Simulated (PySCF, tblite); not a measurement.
Isomers of C8H9O (doublet state). All values are computed: GFN2-xTB (tblite) harmonic vibrations without scaling, gas phase. Against measured fundamentals such values can be off by several per cent, at times by over 20. One conformer each. Open shells enter through the occupations alone, without spin polarisation, and single modes of such species can be off by tens of per cent.

Electronic energies: B3LYP/pcH-1 single points on the GFN2-xTB geometries (PySCF, gas phase).

```
              SMILES  electronic energy, lowest = 0 (kcal/mol)
  C#C[C](C=C)CC(C)=O                                      32.8
   C1=CC[C]2OCCC2=C1                                       0.0
C/C=C1\C=C(C=O)[C]1C                                      34.1
```

Q: How do GFN2-xTB zero-point energies change the relative energies?

A: 
```
              SMILES  ZPE (kcal/mol)  of it from modes above 1550 cm⁻¹  electronic (kcal/mol)  with ZPE, lowest = 0 (kcal/mol)  lowest mode (cm⁻¹)  rings
   C1=CC[C]2OCCC2=C1            91.3                              40.6                    0.0                              0.0                  83      2
  C#C[C](C=C)CC(C)=O            87.1                              45.4                   32.8                             28.6                  39      0
C/C=C1\C=C(C=O)[C]1C            87.3                              43.5                   34.1                             30.1                  63      1
```

The zero-point energies span 4.2 kcal/mol, from `C#C[C](C=C)CC(C)=O` to `C1=CC[C]2OCCC2=C1`. The order is unchanged.

Q: And how do the electronic energies of GFN2-xTB itself compare?

A: `C1=CC[C]2OCCC2=C1` 0.0; `C#C[C](C=C)CC(C)=O` 59.7; `C/C=C1\C=C(C=O)[C]1C` 59.0 kcal/mol, lowest = 0. Against the energies above, taken from the same isomer `C1=CC[C]2OCCC2=C1`, the largest difference is 26.9 kcal/mol.

Q: What do entropy and thermal enthalpy add at 298.15 K and 1 bar (rigid rotor, harmonic oscillator, one conformer each)?

A: 
```tsv
SMILES	point group	symmetry number	S (cal/(mol K))	H − H(0) (kcal/mol)	ZPE + H − H(0) − TS (kcal/mol)
C1=CC[C]2OCCC2=C1	Cs	1	86.8	5.32	70.7
C#C[C](C=C)CC(C)=O	C1	1	102.9	7.30	63.7
C/C=C1\C=C(C=O)[C]1C	Cs	1	101.3	7.14	64.3
```

S holds R ln(2S + 1) for the spin.
